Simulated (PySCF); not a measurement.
Gas-phase reaction: 3 GaI + 6 F = GaI3 + 2 GaF3

Computed with PySCF (xtb for GFN2) and rigid-rotor harmonic-oscillator thermochemistry at 1 bar. † marks an energy on the PBE0/def2-TZVP geometry and frequencies; other levels use their own. MP2 and CCSD(T) freeze the core. Open shells (unrestricted): F (multiplicity 2, electronic degeneracy 6); the rest are closed-shell singlets. GFN2 has no spin-polarisation term. Spin-orbit splitting is ignored; it lowers the true energy and changes the entropy of F. B3LYP is the form with VWN-RPA correlation. I: scalar-relativistic def2 core potential, no spin-orbit coupling. Ga: all electrons, no relativistic terms. MP2 isn't extrapolated to the basis-set limit; its ΔH°(298 K) is -2606.3 kJ in def2-SVP and -2716.2 kJ in def2-TZVPP. CCSD(T) isn't extrapolated to the basis-set limit; its ΔH°(298 K) is -2385.6 kJ in def2-SVP and -2496.2 kJ in def2-TZVPP. The harmonic model lacks anharmonicity and excited electronic states, which grow with temperature; levels with a mode under 35 cm⁻¹ are left out. Soft modes under 120 cm⁻¹ make the harmonic entropy rough for GaI3.

```
level              ΔE electronic, kJ  ΔH°(298 K), kJ  ΔS°(298 K), J/K  ΔG°(1400 K), kJ
-----------------  -----------------  --------------  ---------------  ---------------
B3LYP/def2-TZVP†               -2390           -2372             -772            -1287
BLYP/def2-TZVP†                -2420           -2402             -772            -1316
CCSD(T)/def2-SVP†              -2403           -2386             -772            -1300
GFN2-xTB                       -2398           -2387             -736            -1360
HF/def2-TZVP†                  -1734           -1716             -772             -631
MP2/def2-SVP†                  -2624           -2606             -772            -1521
MP2/def2-TZVPP†                -2734           -2716             -772            -1631
PBE/def2-SVP                   -2580           -2563             -766            -1486
PBE0/def2-QZVP†                -2460           -2442             -772            -1357
PBE0/def2-SVP†                 -2444           -2426             -772            -1341
r2SCAN/def2-TZVP†              -2542           -2524             -772            -1439
```
ΔH° is lowest at MP2/def2-TZVPP† and highest at HF/def2-TZVP†. No reference value is set beside these.
